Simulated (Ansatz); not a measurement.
System: C₆H₁₂ (charge 0, singlet). 
Structure (B3LYP-D3(BJ)/def2-TZVP (Ansatz, a program for electronic structure) minimum search):
```xyz
18

C      2.5502    -0.1771    -0.0255
C      1.1385    -0.6427    -0.2035
C      0.0217     0.0875    -0.2338
C     -0.0183     1.5844    -0.0976
C     -1.3205    -0.5801    -0.4097
C     -2.2463    -0.4397     0.8042
H      2.9950    -0.6248     0.8686
H      3.1716    -0.4886    -0.8706
H      2.6355     0.9038     0.0707
H      1.0275    -1.7183    -0.3188
H     -0.6057     2.0243    -0.9093
H      0.9697     2.0385    -0.1149
H     -0.5032     1.8830     0.8358
H     -1.8222    -0.1511    -1.2853
H     -1.1681    -1.6399    -0.6246
H     -2.4876     0.6042     1.0104
H     -1.7772    -0.8581     1.6971
H     -3.1869    -0.9675     0.6363
```

Total electronic energies in hartree. Correlated levels leave the core frozen unless marked. Spin-orbit coupling is left out. Non-relativistic. CBS(X,Y): correlation extrapolated as X^-3; Hartree-Fock from the larger set. The bracket is a focal-point correction in the basis named.

```
level                                                                 program  energy (Eh)
-------------------------------------------------------------  --------------  -----------
HF/6-31G*                                                              Ansatz   -234.17806
HF/aug-cc-pVDZ                                                         Ansatz   -234.20430
HF/cc-pVTZ                                                             Ansatz   -234.26151
HF/aug-cc-pVQZ                                                         Ansatz   -234.27682
RI-HF/cc-pVTZ                                                          Ansatz   -234.26144
r2SCAN/def2-TZVPD                                                      Ansatz   -235.78064
B3LYP-D3(BJ)/def2-TZVPD                                        Ansatz + dftd3   -235.97150
BHLYP-D3(BJ)/def2-TZVPD                                        Ansatz + dftd3   -235.79744
CAM-B3LYP/def2-TZVPD                                                   Ansatz   -235.79158
LC-wPBE-D3(BJ)/def2-TZVPD                                      Ansatz + dftd3   -235.79719
B2GP-PLYP/def2-TZVPD                                                   Ansatz   -235.64740
B2PLYP-D4/def2-TZVPD                                           Ansatz + dftd4   -235.70514
MP2/aug-cc-pVTZ                                                        Ansatz   -235.31599
MP2/cc-pVQZ                                                            Ansatz   -235.37699
RI-MP2/cc-pVTZ                                                         Ansatz   -235.29859
SCS-MP2/STO-3G                                                         Ansatz   -231.76098
SCS-MP2/6-31G                                                          Ansatz   -234.64074
CCSD/6-31G                                                             Ansatz   -234.70500
CCSD/aug-cc-pVDZ                                                       Ansatz   -235.16444
CCSD/cc-pVTZ                                                           Ansatz   -235.36079
RI-MP2/CBS(aug-cc-pVTZ,aug-cc-pVQZ)+[CCSD(T)-MP2]/aug-cc-pVTZ          Ansatz    -235.5313
RI-MP2/CBS(cc-pVTZ,cc-pVQZ)+[CCSD(T)-MP2]/cc-pVQZ                      Ansatz    -235.5220
CCSD(T)/CBS(cc-pVTZ,cc-pVQZ)                                           Ansatz    -235.5162
```

Totals of different functionals don't rank their quality; only differences between species are comparable.
